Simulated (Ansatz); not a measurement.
Cost and result for the atomization energy of C2H8FNSi, SMILES `C[SiH2]C(N)F` (13 atoms, 12 bonds).

```xyz
13

C    -0.570   -1.689    0.170
Si    0.886   -0.537    0.386
C     0.474    1.169   -0.361
N    -0.743    1.683    0.119
F     0.479    1.015   -1.781
H    -0.323   -2.690    0.530
H    -1.440   -1.342    0.734
H    -0.845   -1.766   -0.884
H     1.209   -0.349    1.826
H     2.088   -1.065   -0.310
H     1.270    1.891   -0.156
H    -1.529    1.070   -0.046
H    -0.954    2.609   -0.229
```

Total charge 0; spin multiplicity 1. Geometry: relaxed with PBE0-D4/def2-TZVP. It is one conformer, not always the lowest. Program: Ansatz. All runs use 4 threads of an Arm Neoverse V2 on a shared host. Times are those of one run each, without the atoms' runs, and a repeat can differ threefold. Electronic energies, without spin–orbit coupling; frozen cores. CCSD(T)/CBS adds CCSD(T) − MP2 in def2-TZVPP to the MP2 limit, and its time is that of the two runs behind it. T1 = 0.011. B3LYP takes the VWN-RPA correlation (the form of Gaussian; ORCA's B3LYP/G).

CCSD(T)/CBS is a level of theory with its own doubt, some kJ/mol a heavy atom from the limit and from the frozen cores, so smaller differences don't rank the functionals.

```
                             level  functions  wall time
   PBE-D4/def2-TZVPP (with forces)        278      2.6 s
                PBE0-D4/def2-TZVPP        278        3 s
 B3LYP-D4/def2-TZVPP (with forces)        278      4.7 s
r2SCAN-D4/def2-TZVPP (with forces)        278      4.8 s
                 B2PLYP/def2-TZVPP        278      5.5 s
                ωB97X-V/def2-TZVPP        278      7.5 s
  ωB97M-V/def2-TZVPP (with forces)        278       11 s
                    MP2/def2-QZVPP        538       24 s
                CCSD(T)/def2-TZVPP        278    3.3 min
                 CCSD(T)/CBS(def2)          –    3.7 min
```

(1) What atomization energy does each give, and how far from CCSD(T)/CBS? (Estimate.)

Answers

(1) Ansatz gave: 
| level | atomization (kJ/mol) | difference from CCSD(T)/CBS | per bond |
| --- | --- | --- | --- |
| PBE-D4/def2-TZVPP (with forces) | 4718.1 | 79.4 | 6.6 |
| PBE0-D4/def2-TZVPP | 4638.2 | -0.5 | 0.0 |
| B3LYP-D4/def2-TZVPP (with forces) | 4648.3 | 9.6 | 0.8 |
| r2SCAN-D4/def2-TZVPP (with forces) | 4637.3 | -1.4 | -0.1 |
| B2PLYP/def2-TZVPP | 4589.2 | -49.5 | -4.1 |
| ωB97X-V/def2-TZVPP | 4662.8 | 24.1 | 2.0 |
| ωB97M-V/def2-TZVPP (with forces) | 4657.9 | 19.2 | 1.6 |
| MP2/def2-QZVPP | 4632.2 | -6.5 | -0.5 |
| CCSD(T)/def2-TZVPP | 4514.8 | -123.9 | -10.3 |
| CCSD(T)/CBS(def2) | 4638.7 | 0.0 | 0.0 |

In def2-TZVPP, CCSD(T) changes the Hartree–Fock value by +1161.5 kJ/mol (the triples alone add +61.1 kJ/mol) and MP2 by +1205.6 kJ/mol; breaking electron pairs costs correlation energy, which Hartree–Fock lacks. The D4 term adds +38.6 kJ/mol with B3LYP and +20.4 kJ/mol with PBE0; it sums over pairs of atoms, weighted by their polarisabilities, and B3LYP, whose exchange is more repulsive, gets the larger term. From PBE to PBE0 (25 % exact exchange), in def2-TZVPP and without D4, the atomization energy moves by −76.1 kJ/mol: exact exchange takes away binding that semilocal exchange gives to molecules.
